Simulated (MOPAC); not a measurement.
MOPAC input (PM3):

```
PM3 1SCF CHARGE=1 GEO-OK AUX(PRECISION=9) THREADS=1
CH8NSi

C    -1.60188500 1   -0.38191400 1    0.48038000 1
N    -0.52759800 1    0.62498900 1    0.14812700 1
Si    1.13232600 1   -0.13505600 1   -0.33412300 1
H    -1.26228300 1   -0.98753900 1    1.31650100 1
H    -1.76869200 1   -1.01048100 1   -0.39041700 1
H    -2.51747800 1    0.14034600 1    0.74499900 1
H    -0.85875300 1    1.22719000 1   -0.60910500 1
H    -0.39670200 1    1.24812300 1    0.94830300 1
H     1.97647600 1    1.03623900 1   -0.60030900 1
H     0.78762900 1   -0.93921700 1   -1.51236000 1
H     1.49173800 1   -0.90731800 1    0.86093700 1
```

Output:

```
 *******************************************************************************
 **                                                                           **
 **                              MOPAC v23.2.5                                **
 **                                                                           **
 *******************************************************************************
 ** MOPAC's Digital Object Identifier: https://doi.org/10.5281/zenodo.6511958 **
 **                                                                           **
 ** Please cite the open-source release paper for use of this MOPAC version:  **
 ** J. E. Moussa and J. J. P. Stewart (2026)                                  **
 ** MOPAC: An open-source semiempirical molecular orbital program             **
 ** J. Open Source Softw., 11(119), 8025, https://doi.org/10.21105/joss.08025 **
 *******************************************************************************

                              PM3 CALCULATION RESULTS

 *******************************************************************************
 *  PM3        - The PM3 Hamiltonian to be used
 *  GEO-OK     - OVERRIDE INTERATOMIC DISTANCE AND OTHER SAFETY CHECKS
 *
 *
 *
 *                 CHARGE ON SYSTEM = +1
 *
 *
 *
 *  1SCF       - DO 1 SCF AND THEN STOP
 *  AUX        - OUTPUT AUXILIARY INFORMATION
 *******************************************************************************
PM3 1SCF CHARGE=1 GEO-OK AUX(PRECISION=9) THREADS=1
 CH8NSi

   ATOM   CHEMICAL          X               Y               Z
  NUMBER   SYMBOL      (ANGSTROMS)     (ANGSTROMS)     (ANGSTROMS)

     1       C         -1.60188500  *  -0.38191400  *   0.48038000  *
     2       N         -0.52759800  *   0.62498900  *   0.14812700  *
     3      Si          1.13232600  *  -0.13505600  *  -0.33412300  *
     4       H         -1.26228300  *  -0.98753900  *   1.31650100  *
     5       H         -1.76869200  *  -1.01048100  *  -0.39041700  *
     6       H         -2.51747800  *   0.14034600  *   0.74499900  *
     7       H         -0.85875300  *   1.22719000  *  -0.60910500  *
     8       H         -0.39670200  *   1.24812300  *   0.94830300  *
     9       H          1.97647600  *   1.03623900  *  -0.60030900  *
    10       H          0.78762900  *  -0.93921700  *  -1.51236000  *
    11       H          1.49173800  *  -0.90731800  *   0.86093700  *

          CARTESIAN COORDINATES

    NO.       ATOM           X           Y           Z

     1         C         -1.6019     -0.3819      0.4804
     2         N         -0.5276      0.6250      0.1481
     3        Si          1.1323     -0.1351     -0.3341
     4         H         -1.2623     -0.9875      1.3165
     5         H         -1.7687     -1.0105     -0.3904
     6         H         -2.5175      0.1403      0.7450
     7         H         -0.8588      1.2272     -0.6091
     8         H         -0.3967      1.2481      0.9483
     9         H          1.9765      1.0362     -0.6003
    10         H          0.7876     -0.9392     -1.5124
    11         H          1.4917     -0.9073      0.8609

  H: (PM3): J. J. P. STEWART, J. COMP. CHEM. 10, 209 (1989).
  C: (PM3): J. J. P. STEWART, J. COMP. CHEM. 10, 209 (1989).
  N: (PM3): J. J. P. STEWART, J. COMP. CHEM. 10, 209 (1989).
 Si: (PM3): J. J. P. STEWART, J. COMP. CHEM. 10, 209 (1989).

           Empirical Formula: C H8 N Si  =    11 atoms

      MOLECULAR POINT GROUP   :   Cs

      RHF CALCULATION, NO. OF DOUBLY OCCUPIED LEVELS = 10

 -------------------------------------------------------------------------------
 PM3 1SCF CHARGE=1 GEO-OK AUX(PRECISION=9) THREADS=1
 CH8NSi

     1SCF WAS SPECIFIED, SO BFGS WAS NOT USED
     SCF FIELD WAS ACHIEVED

                              PM3 CALCULATION
                                                       MOPAC v23.2.5 Linux

          FINAL HEAT OF FORMATION =        145.35621 KCAL/MOL =     608.17036 KJ/MOL

          COSMO AREA              =        114.46 SQUARE ANGSTROMS
          COSMO VOLUME            =        103.30 CUBIC ANGSTROMS

          IONIZATION POTENTIAL    =         16.412310 EV
          HOMO LUMO ENERGIES (EV) =        -16.412 -5.696
          NO. OF FILLED LEVELS    =         10
          MOLECULAR WEIGHT        =         62.1664         POINT GROUP:  Cs

          MOLECULAR DIMENSIONS (Angstroms)

            Atom       Atom       Distance
            H     9    H     6     4.77578
            H     8    H    10     3.20774
            H     7    H    11     3.15357

          SCF CALCULATIONS        =          1

   ATOM   CHEMICAL          X               Y               Z
  NUMBER   SYMBOL      (ANGSTROMS)     (ANGSTROMS)     (ANGSTROMS)

     1       C         -1.60188500  *  -0.38191400  *   0.48038000  *
     2       N         -0.52759800  *   0.62498900  *   0.14812700  *
     3      Si          1.13232600  *  -0.13505600  *  -0.33412300  *
     4       H         -1.26228300  *  -0.98753900  *   1.31650100  *
     5       H         -1.76869200  *  -1.01048100  *  -0.39041700  *
     6       H         -2.51747800  *   0.14034600  *   0.74499900  *
     7       H         -0.85875300  *   1.22719000  *  -0.60910500  *
     8       H         -0.39670200  *   1.24812300  *   0.94830300  *
     9       H          1.97647600  *   1.03623900  *  -0.60030900  *
    10       H          0.78762900  *  -0.93921700  *  -1.51236000  *
    11       H          1.49173800  *  -0.90731800  *   0.86093700  *

                             CARTESIAN COORDINATES

   1    C       -1.601885000    -0.381914000     0.480380000
   2    N       -0.527598000     0.624989000     0.148127000
   3   Si        1.132326000    -0.135056000    -0.334123000
   4    H       -1.262283000    -0.987539000     1.316501000
   5    H       -1.768692000    -1.010481000    -0.390417000
   6    H       -2.517478000     0.140346000     0.744999000
   7    H       -0.858753000     1.227190000    -0.609105000
   8    H       -0.396702000     1.248123000     0.948303000
   9    H        1.976476000     1.036239000    -0.600309000
  10    H        0.787629000    -0.939217000    -1.512360000
  11    H        1.491738000    -0.907318000     0.860937000

           Empirical Formula: C H8 N Si  =    11 atoms

      MOLECULAR POINT GROUP   :   Cs

                  EIGENVALUES
 -40.16094 -29.92143 -23.40237 -22.40662 -21.60185 -19.25990 -18.76957 -17.76355
 -16.43023 -16.41231  -5.69612  -3.93931  -3.25395  -2.63774  -2.63684  -2.00686
  -1.97961  -1.12117  -1.05711  -0.99120

              NET ATOMIC CHARGES AND DIPOLE CONTRIBUTIONS

  ATOM NO.   TYPE          CHARGE      No. of ELECS.   s-Pop       p-Pop
    1          C          -0.184276        4.1843     1.16783     3.01644
    2          N           0.363415        4.6366     1.27632     3.36026
    3         Si           0.813333        3.1867     0.93636     2.25030
    4          H           0.099467        0.9005     0.90053
    5          H           0.099467        0.9005     0.90053
    6          H           0.093628        0.9064     0.90637
    7          H           0.057549        0.9425     0.94245
    8          H           0.057549        0.9425     0.94245
    9          H          -0.131267        1.1313     1.13127
   10          H          -0.134433        1.1344     1.13443
   11          H          -0.134433        1.1344     1.13443
 DIPOLE           X         Y         Z       TOTAL
 POINT-CHG.    -0.926     1.219     0.258     1.553
 HYBRID        -0.641     0.529     0.183     0.851
 SUM           -1.567     1.749     0.441     2.389

          ATOMIC ORBITAL ELECTRON POPULATIONS

     Atom    s        px        py        pz
    1  C   1.16783   0.96688   0.97999   1.06958
    2  N   1.27632   1.20730   1.08628   1.06668
    3 Si   0.93636   0.62032   0.80368   0.82630
    4  H   0.90053
    5  H   0.90053
    6  H   0.90637
    7  H   0.94245
    8  H   0.94245
    9  H   1.13127
   10  H   1.13443
   11  H   1.13443

 **********************
 *                    *
 * JOB ENDED NORMALLY *
 *                    *
 **********************

 == MOPAC DONE ==
```

The dipole moment of an ion depends on the origin.

The geometry given is a B3LYP-D3(BJ)/def2-TZVP minimum.
